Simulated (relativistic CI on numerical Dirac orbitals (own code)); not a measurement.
**Forbidden lines of Tc¹¹⁺**

Calculated at this level of theory: Dirac-Coulomb-Breit CI, orbitals from a KLI potential per configuration, model QED (radiative potential, 1s self-energy scaled to tabulated hydrogen-like ionisation energies), unscaled Slater integrals (own radial code, finite nucleus).

CI space (outside the closed core [Ar] 3d10): 4s²4p², 4s4p³, 4p⁴, 4s²4p4d, 4s4p²4d, 4s²4p4f, 4s4p²4f, 4p³4d, 4s²4p5s, 4s4p4d², 4s²4p5p, 4s²4d4f, 4p³5s, 4p³4f, 4s4p²5s, 4s²4p5d, 4s4p4d5s, 4s4p²5p, 4s²4f5s, 4s²4p6s, 4s²4p5f, 4s²4p5g, 4s²4p6p, 4p²4d4f, 4s4p²5d, 4s²4p6d, 4s4p5s², 4s²4d², 4s4d³, 4s4d²4f, 4p²4d², 4p4d³, 4p4d²4f, 4p4d²5s, 4s²4f², 4s4d4f², 4s4f³, 4s²4d5s, 4s4d²5s, 4s4d4f5s, 4p²4f², 4p4d4f², 4p4f³, 4p4f²5s, 4s4p4d4f, 4s²5s², 4s4d5s², 4s4f5s², 4p²4d5s, 4p4d4f5s, 4p4d5s², 4s4p4f5s, 4s4f²5s. Double excitations out of closed p, d and f shells are left out; levels of such configurations are missing from the list, as are those of other unlisted configurations, and high levels can miss mixing partners. These lack a partner that the ground configuration has and come out too high: 4s4p²5p, 4s4p²5d, 4s²4p5p, 4s²4p5d, 4s²4p6s.

```csv
λ vac (Å),Lower,Upper,Type,A (s⁻¹),E lower (cm⁻¹),E upper (cm⁻¹)
261.31,4s²4p² ¹D2 [4],4s²4p4d ³F°4 [18],M2,8.03e+01,63564,446253
433.65,4s4p³ ⁵S°2 [6],4s²4p4d ³F°4 [18],E2,6.24e+01,215653,446253
574.97,4s4p³ ³D°2 [8],4s²4p4d ³F°4 [18],E2,7.36e+01,272332,446253
603.60,4s4p³ ³D°3 [9],4s²4p4d ³F°4 [18],M1,2.17e+01,280580,446253
768.53,4s4p³ ³P°2 [12],4s²4p4d ³F°4 [18],E2,7.14e+01,316134,446253
1310.8,4s²4p² ³P1 [2],4s²4p² ¹S0 [5],M1,2.52e+03,20827,97115
2339.9,4s²4p² ³P1 [2],4s²4p² ¹D2 [4],M1,3.38e+02,20827,63564
3135.1,4s²4p² ³P2 [3],4s²4p² ¹D2 [4],M1,2.86e+02,31667,63564
3157.9,4s²4p² ³P0 [1],4s²4p² ³P2 [3],E2,4.67e-01,0,31667
4801.4,4s²4p² ³P0 [1],4s²4p² ³P1 [2],M1,1.45e+02,0,20827
5134.8,4s²4p4d ³F°3 [17],4s²4p4d ³F°4 [18],M1,1.44e+02,426778,446253
9225.7,4s²4p² ³P1 [2],4s²4p² ³P2 [3],M1,1.16e+01,20827,31667
```

Terms are leading LS components. Brackets give the number of a level in order of energy, since labels repeat. The list gives strong lines, with weight on those to low levels, among the lowest 400 of 4097 levels, so that lines to higher ones, which can be the strongest, are missing. Levels whose partners in the same complex of configurations lie outside the list can be far off, and so can their lines. Rates are taken at the computed energies, electric ones in the length gauge.

At this charge energies of transitions that change n are usually good to better than 1 %, and those within a shell (Δn = 0) to a few per cent.

LS names give the leading component of a level, which can be under half, so a name can repeat, a term be missing and a line seem to break the LS rules.
